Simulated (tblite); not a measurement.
Parent: `[SiH3:1][O:2][SiH:3]1[O:4][SiH2:5][SiH2:6][O:7]1` with Si1–O2–Si3–O4 -48°, H8O3Si4.

Computed geometry: GFN2-xTB, gas phase. One conformer each, not checked by frequencies here.

```tsv
coordinate of the parent	value
Si1–O2	1.625 Å
O2–Si3	1.608 Å
Si3–O4	1.627 Å
O4–Si5	1.648 Å
Si5–Si6	2.318 Å
Si6–O7	1.648 Å
Si3–O7	1.626 Å
Si1–O2–Si3	142.7°
O2–Si3–O4	110.2°
O2–Si3–O7	110.2°
O4–Si3–O7	103.5°
Si3–O4–Si5	123.8°
O4–Si5–Si6	94.1°
Si5–Si6–O7	94.1°
Si3–O7–Si6	123.9°
```

**Question.** How does the shared frame change in `[SiH3:1][O:2][Si:3]1([Cl:4])[O:5][SiH2:6][SiH2:7][O:8]1` with Si1–O2–Si3–Cl4 68°, ClH7O3Si4? Atoms pair as Si1 = Si1, O2 = O2, Si3 = Si3, O4 = O8, Si5 = Si7, Si6 = Si6, O7 = O5 (parent first).

**Answer.** 
| parent | relative | value in the relative | change |
| --- | --- | --- | --- |
| Si1–O2 | Si1–O2 | 1.629 Å | +0.004 |
| O2–Si3 | O2–Si3 | 1.598 Å | -0.010 |
| Si3–O4 | Si3–O8 | 1.620 Å | -0.007 |
| O4–Si5 | O8–Si7 | 1.656 Å | +0.008 |
| Si5–Si6 | Si7–Si6 | 2.324 Å | +0.006 |
| Si6–O7 | Si6–O5 | 1.654 Å | +0.006 |
| Si3–O7 | Si3–O5 | 1.616 Å | -0.010 |
| Si1–O2–Si3 | Si1–O2–Si3 | 147.3° | +4.6 |
| O2–Si3–O4 | O2–Si3–O8 | 111.6° | +1.4 |
| O2–Si3–O7 | O2–Si3–O5 | 108.3° | -1.9 |
| O4–Si3–O7 | O8–Si3–O5 | 104.7° | +1.2 |
| Si3–O4–Si5 | Si3–O8–Si7 | 123.4° | -0.4 |
| O4–Si5–Si6 | O8–Si7–Si6 | 94.1° | 0.0 |
| Si5–Si6–O7 | Si7–Si6–O5 | 94.1° | 0.0 |
| Si3–O7–Si6 | Si3–O5–Si6 | 123.6° | -0.3 |

Of the parent's bonds, O2–Si3 and Si3–O7 change most and about equally (-0.010 Å). Bonds of the relative outside the shared frame: Si3–Cl4 1.977 Å.

**Question.** How does the shared frame change in `[CH3:1][S:2][Si@@H:3]1[O:4][Si@@H:5]([O:6][SiH3:7])[O:8][SiH2:9]1` with C1–S2–Si3–O4 -174°, O4–Si5–O6–Si7 44°, S2–Si3–O4–Si5 -139°, Si3–O4–Si5–O6 -102°, O4–Si5–O8–Si9 -7°, Si5–O8–Si9–Si3 -1°, CH10O3SSi4? Atoms pair as Si1 = Si7, O2 = O6, Si3 = Si5, O4 = O4, Si5 = Si3, Si6 = Si9, O7 = O8 (parent first).

**Answer.** 
| parent | relative | value in the relative | change |
| --- | --- | --- | --- |
| Si1–O2 | Si7–O6 | 1.628 Å | +0.003 |
| O2–Si3 | O6–Si5 | 1.604 Å | -0.004 |
| Si3–O4 | Si5–O4 | 1.627 Å | 0.000 |
| O4–Si5 | O4–Si3 | 1.633 Å | -0.015 |
| Si5–Si6 | Si3–Si9 | 2.318 Å | 0.000 |
| Si6–O7 | Si9–O8 | 1.642 Å | -0.006 |
| Si3–O7 | Si5–O8 | 1.627 Å | +0.001 |
| Si1–O2–Si3 | Si7–O6–Si5 | 144.4° | +1.7 |
| O2–Si3–O4 | O6–Si5–O4 | 109.7° | -0.5 |
| O2–Si3–O7 | O6–Si5–O8 | 108.8° | -1.4 |
| O4–Si3–O7 | O4–Si5–O8 | 103.7° | +0.2 |
| Si3–O4–Si5 | Si5–O4–Si3 | 121.6° | -2.2 |
| O4–Si5–Si6 | O4–Si3–Si9 | 95.6° | +1.5 |
| Si5–Si6–O7 | Si3–Si9–O8 | 92.5° | -1.6 |
| Si3–O7–Si6 | Si5–O8–Si9 | 124.8° | +0.9 |

Of the parent's bonds, O4–Si5 changes most (-0.015 Å). Bonds of the relative outside the shared frame: C1–S2 1.820, S2–Si3 2.133 Å.
